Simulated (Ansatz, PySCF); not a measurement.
Process, species as SMILES: C=CCO -> C[C@H]1CO1
Each molecule is optimised on its own at B3LYP-D3(BJ)/def2-TZVP (Ansatz, a program for electronic structure), one conformer each, not searched for the lowest.

Wanted: isomerisation energy (0 K, with B3LYP-D3(BJ) harmonic zero-point energies from PySCF), in kJ/mol. Valence correlation only, unless marked. No spin-orbit coupling. Non-relativistic. CBS(X,Y): correlation extrapolated as X^-3; Hartree-Fock from the larger set. The bracket is a focal-point correction in the basis named.

```csv
level,program,isomerisation energy (kJ/mol)
PBE-D4/def2-TZVPD,Ansatz + dftd4,17.9
B3LYP-D4/def2-TZVPD,Ansatz + dftd4,35.2
M06-2X/def2-TZVPD,PySCF,21.3
wB97X-V/def2-TZVPD,Ansatz,15.7
PBE-QIDH/def2-TZVPD,Ansatz,17.4
RI-MP2/aug-cc-pVTZ,Ansatz,25.1
RI-MP2/aug-cc-pVQZ,Ansatz,26.1
CCSD(T)/6-31G,Ansatz,69.8
"RI-MP2/CBS(aug-cc-pVTZ,aug-cc-pVQZ)+[CCSD(T)-MP2]/aug-cc-pVDZ",Ansatz,33.3
"RI-MP2/CBS(aug-cc-pVTZ,aug-cc-pVQZ)+[CCSD(T)-MP2]/aug-cc-pVTZ",Ansatz,34.0
```
